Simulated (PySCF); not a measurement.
**Vibration and rotation of CuN**

PBE constants of CuN, ³Σ⁻ (triplet), unpaired electrons π ↑↑ (basis Cu def2-TZVPP, N def2-TZVPP; no relativity; PySCF 2.14; masses 62.9296 and 14.0031 u):

```
ωe                      : 615.7 cm⁻¹
ωexe                    : 4.93 cm⁻¹
Be                      : 0.47143 cm⁻¹
αe                      : 0.00513 cm⁻¹
D (centrifugal)         : 1.11e-06 cm⁻¹
De to Cu (3d10 4s1) + N : 2.40 eV
```

Problem. Give the vibrational terms G(v) and spacings up to v = 6.

Solution. G(v) = ωe(v+½) − ωexe(v+½)².

```json
{"v": "0", "G(v) (cm⁻¹)": "306.6", "G(v) − G(v−1)": "", "Bv (cm⁻¹)": "0.4689"}
{"v": "1", "G(v) (cm⁻¹)": "912.5", "G(v) − G(v−1)": "605.8", "Bv (cm⁻¹)": "0.4637"}
{"v": "2", "G(v) (cm⁻¹)": "1508.4", "G(v) − G(v−1)": "596.0", "Bv (cm⁻¹)": "0.4586"}
{"v": "3", "G(v) (cm⁻¹)": "2094.6", "G(v) − G(v−1)": "586.1", "Bv (cm⁻¹)": "0.4535"}
{"v": "4", "G(v) (cm⁻¹)": "2670.8", "G(v) − G(v−1)": "576.3", "Bv (cm⁻¹)": "0.4483"}
{"v": "5", "G(v) (cm⁻¹)": "3237.2", "G(v) − G(v−1)": "566.4", "Bv (cm⁻¹)": "0.4432"}
{"v": "6", "G(v) (cm⁻¹)": "3793.8", "G(v) − G(v−1)": "556.5", "Bv (cm⁻¹)": "0.4381"}
```

Problem. How well does the Morse estimate ωe²/(4ωexe) reproduce De, and what is D0?

Solution. It gives 2.38 eV, 99 % of the computed De. D0 = De − G(0) = 2.40 − 0.04 = 2.36 eV.

With d or f electrons several states lie close, and the lowest PBE0 determinant need not be the measured ground state.
